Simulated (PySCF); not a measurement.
**Static response to an electric field**

Species: C4H8Cl2O2Si.
SMILES with atom numbers: `[Cl:1][CH:2]([Cl:3])[SiH:4]1[O:5][CH2:6][CH2:7][CH2:8][O:9]1` (hydrogens: H10 on C2; H11 on Si4; H12, H13 on C6; H14, H15 on C7; H16, H17 on C8)

Cartesian coordinates in Å at the PBE0-D3(BJ)/def2-SVP level; atoms count from 1:
```xyz
17
C4H8Cl2O2Si angstrom
Cl     5.9787    1.4736    0.1804
C      4.9997    0.0407   -0.2255
Cl     5.8125   -1.4760    0.2379
Si     3.3609    0.1544    0.7073
O      2.5763    1.5321    0.2231
C      1.1801    1.5598    0.0106
C      0.6837    0.3170   -0.7133
C      1.0138   -0.9639    0.0386
O      2.4028   -1.1180    0.2458
H      4.8777    0.0262   -1.3163
H      3.6552    0.1478    2.1627
H      0.9506    2.4638   -0.5753
H      0.6551    1.6634    0.9808
H     -0.4071    0.3873   -0.8564
H      1.1415    0.2753   -1.7165
H      0.6623   -1.8423   -0.5251
H      0.4855   -0.9741    1.0125
```

Level: B3LYP/def2-SVPD (PySCF), static field, nuclei fixed, core orbitals frozen in the response. The polarisability tensor in these axes (au):

```
x   119.80  -0.82   3.19
y    -0.82 107.90  -0.61
z     3.19  -0.61  87.39
```

Question: Diagonalise the tensor; give its mean and Δα, where Δα² is half the sum of the squared differences of the eigenvalues.

Answer: Principal values 87.06, 107.85 and 120.17 au; mean 105.03 au = 15.56 Å³ = 17.32 × 10⁻⁴⁰ C²·m²/J; Δα = 28.99 au (28 % of the mean).

Question: What is the dipole moment, and where does it point?

Answer: (-3.67, 0.22, -0.93) D, 3.79 D in size, pointing from the negative to the positive side. Measured along this direction, the outermost atoms are Cl3 and Cl1 at the negative end and H14 at the positive end.

Question: How large is μ²/3kT at 273 K beside α?

Answer: In Gaussian units μ²/3kT = 127.28 Å³ against 15.56 Å³, a ratio of 8.18; the Debye molar polarisation (4π/3)N_A(α + μ²/3kT) is 360.3 cm³/mol, leaving out the vibrational part.

Question: Refractivity n − 1 of an ideal gas of it at 298.15 K and 1 atm, from the electronic α?

Answer: N = p/kT = 2.4615 × 10¹⁹ cm⁻³, so n − 1 = 2π × N × 15.56 × 10⁻²⁴ cm³ = 2407 × 10⁻⁶ at long wavelengths, for an ideal gas.

Question: In TDDFT the mean static polarisability is Σ f/ω² over all singlet excitations (ω in hartree). How much of it do the 10 lowest give? Their energies (eV) and oscillator strengths: 6.11, 0.0118; 6.59, 0.0022; 6.89, 0.0289; 6.90, 0.0048; 6.99, 0.0004; 7.07, 0.0583; 7.26, 0.0033; 7.26, 0.0037; 7.28, 0.0033; 7.33, 0.0007.

Answer: They add up to 1.82 au, 1.7 % of the 105.03 au; the largest single term is 0.86 au, from the state at 7.07 eV. Terms in order: 0.23, 0.04, 0.45, 0.08, 0.01, 0.86, 0.05, 0.05, 0.05, 0.01 au. Higher excitations give the rest. The strengths listed sum to 0.117.

Question: Find the Langevin capture rate constant for H3O+ (19.018 u) meeting this molecule (185.967 u), k = 2.342 × 10⁻⁹ cm³/s × √(α in Å³ / reduced mass in u).

Answer: The reduced mass is 17.25 u, so k = 2.22 × 10⁻⁹ cm³/s. The formula leaves out the permanent dipole, which adds to the capture rate.

One conformer (not necessarily the lowest) at the PBE0-D3(BJ)/def2-SVP geometry, without solvent, vibrations or thermal averaging.
